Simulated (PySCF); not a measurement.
C₂H₅FO₂Si, SMILES C[Si@H](F)C(=O)O. Atoms are numbered in the order given.

```xyz
11

C     -1.8597    -0.5423     0.8870
Si    -0.6300     0.5537     0.0092
F     -1.0099     0.6933    -1.5828
C      1.1049    -0.2458     0.2457
O      1.4986    -0.4966     1.3742
O      1.8292    -0.5004    -0.8667
H     -2.8615    -0.0728     0.9444
H     -1.9557    -1.5164     0.3668
H     -1.4948    -0.7327     1.9168
H     -0.5486     1.9355     0.5853
H      2.6766    -0.9000    -0.5539
```
Charge 0, spin multiplicity 1.

Coordinates come from a PBE-D3(BJ)/def2-SVP optimisation. The structure was generated by enumeration; whether it is a known compound was not checked. Other conformers were not sampled.

Method: r2SCAN/def2-TZVP run with PySCF.

ESP charges are fitted to the potential on shells at 1.4 to 2.0 van der Waals radii. Atomic charges (e):

```tsv
atom	Löwdin	ESP fit
C1	?	-0.67
Si2	0.27	0.71
F3	-0.02	-0.30
C4	?	0.42
O5	0.09	-0.48
O6	0.09	-0.54
H7	?	0.19
H8	?	0.19
H9	?	0.18
H10	?	-0.13
H11	0.20	0.43
```

Q: Some entries are withheld; supply them. (The exact figures need the calculation; the answer reports its results.)

A: 
- C1, Löwdin: -0.44
- C4, Löwdin: -0.57
- H7, Löwdin: 0.14
- H8, Löwdin: 0.14
- H9, Löwdin: 0.15
- H10, Löwdin: -0.03

Computed Mayer and Wiberg (Löwdin basis) orders of the bonds:
| bond | Mayer | Wiberg |
|---|---|---|
| C1–Si2 | 1.02 | 1.23 |
| Si2–F3 | 1.07 | 1.65 |
| Si2–C4 | 0.87 | 0.97 |
| C4–O5 | 1.90 | 2.67 |
| C4–O6 | 1.18 | 1.85 |
| C1–H7 | 0.95 | 0.90 |
| C1–H8 | 0.94 | 0.89 |
| C1–H9 | 0.93 | 0.89 |
| Si2–H10 | 0.94 | 0.89 |
| O6–H11 | 0.85 | 0.95 |
